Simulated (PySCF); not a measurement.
A PySCF script (with the pyscf-properties extension) for the NMR shieldings of `InChI=1S/C7H14N2Si/c1-9(6-2-3-6)7-4-8-10-5-7/h4,6-7H,2-3,5,10H2,1H3/t7-/m0/s1`, on a GFN2-xTB geometry:

```python
import basis_set_exchange as bse
import numpy as np
from pyscf import gto, dft
from pyscf.prop import nmr

atoms = """
C    -0.467267   -1.770792   -0.174242
N    -0.552170   -0.415567    0.330962
C     0.711458    0.296212    0.359123
C     1.681380   -0.386891    1.293203
N     2.909099   -0.464676    1.028410
Si    3.281613    0.234323   -0.532659
C     1.447209    0.521418   -0.980633
C    -1.618273    0.318636   -0.279763
C    -2.252381    1.429784    0.498631
C    -2.995758    0.146483    0.287064
H     0.391538   -2.268403    0.272899
H    -0.374628   -1.824352   -1.269521
H    -1.374833   -2.302425    0.110803
H     0.502183    1.273565    0.816700
H     1.292511   -0.793262    2.222100
H     4.033262    1.473847   -0.366079
H     3.971284   -0.757938   -1.348393
H     1.224288    1.505384   -1.386664
H     1.107990   -0.210476   -1.712514
H    -1.545452    0.450636   -1.363101
H    -2.573669    2.311786   -0.034236
H    -1.873524    1.626426    1.489322
H    -3.835461    0.134941   -0.390421
H    -3.102132   -0.508895    1.136565
"""
names = dict.fromkeys(["C", "N", "Si", "H"], "pcSseg-1")
basis = {el: gto.basis.parse(bse.get_basis(n, elements=[el], fmt="nwchem")) for el, n in names.items()}
mol = gto.M(atom=atoms, basis=basis, charge=0, verbose=0)
mf = dft.RKS(mol, xc="PBE0")
mf.grids.level = 2
mf.grids.alignment = dft.numint.BLKSIZE   # the property module wants whole blocks of grid points
mf.conv_tol = 1e-9
mf.kernel()

calc = nmr.RKS(mf)   # GIAO
C = mf.mo_coeff
Co = C[:, mf.mo_occ > 0]
resp = mf.gen_response(singlet=True, hermi=2)
def vind(x):   # induced exchange potential for any number of trial vectors
    d = np.einsum("pi,xij,qj->xpq", C, 2 * x.reshape(-1, C.shape[1], Co.shape[1]), Co, optimize=True)
    return np.einsum("xpq,pi,qj->xij", resp(d - d.transpose(0, 2, 1)), C, Co, optimize=True).ravel()
mo1, _ = nmr.rhf.solve_mo1(calc, with_cphf=vind)
sigma = calc.kernel(mo1)
for i, s in enumerate(sigma):   # ppm
    w = np.linalg.eigvalsh((s + s.T) / 2)
    print("%2d %-2s iso %8.1f  s11 %8.1f  s22 %8.1f  s33 %8.1f" % (i, mol.atom_pure_symbol(i), w.mean(), *w))
```

Q: What does it print?

A: 
```
 0 C  iso    149.6  s11    129.0  s22    134.1  s33    185.8
 1 N  iso    206.8  s11    173.4  s22    198.1  s33    249.0
 2 C  iso    109.1  s11     80.4  s22    111.7  s33    135.3
 3 C  iso     -9.4  s11   -106.5  s22    -12.3  s33     90.7
 4 N  iso   -120.8  s11   -480.0  s22   -151.9  s33    269.5
 5 Si iso    349.2  s11    253.6  s22    377.6  s33    416.3
 6 C  iso    185.2  s11    169.8  s22    184.7  s33    201.2
 7 C  iso    148.1  s11    111.8  s22    124.0  s33    208.3
 8 C  iso    178.2  s11    148.2  s22    175.7  s33    210.8
 9 C  iso    175.9  s11    145.2  s22    174.4  s33    208.3
10 H  iso     29.8  s11     24.6  s22     28.4  s33     36.3
11 H  iso     29.6  s11     25.1  s22     28.2  s33     35.4
12 H  iso     29.1  s11     23.9  s22     27.9  s33     35.6
13 H  iso     27.8  s11     22.7  s22     29.6  s33     31.0
14 H  iso     23.2  s11     20.4  s22     22.1  s33     27.1
15 H  iso     26.6  s11     23.3  s22     24.5  s33     31.9
16 H  iso     26.4  s11     23.2  s22     24.3  s33     31.7
17 H  iso     31.0  s11     25.2  s22     29.8  s33     38.0
18 H  iso     30.8  s11     24.3  s22     31.8  s33     36.3
19 H  iso     29.9  s11     23.2  s22     29.8  s33     36.7
20 H  iso     31.2  s11     25.8  s22     26.2  s33     41.6
21 H  iso     31.2  s11     26.2  s22     28.4  s33     38.9
22 H  iso     31.1  s11     25.4  s22     26.4  s33     41.6
23 H  iso     31.1  s11     25.9  s22     28.4  s33     39.0
```

These numbers come from an equivalent density-fitted implementation of the same equations, which agrees with the script to about 0.01 ppm for H and up to a few tenths of a ppm for heavy atoms, so last digits may differ.

Size and cost of the density-fitted run: 247 basis functions, 70 s wall time on 1 thread of an Arm Neoverse V1, shared host; peak memory 1.1 GiB.
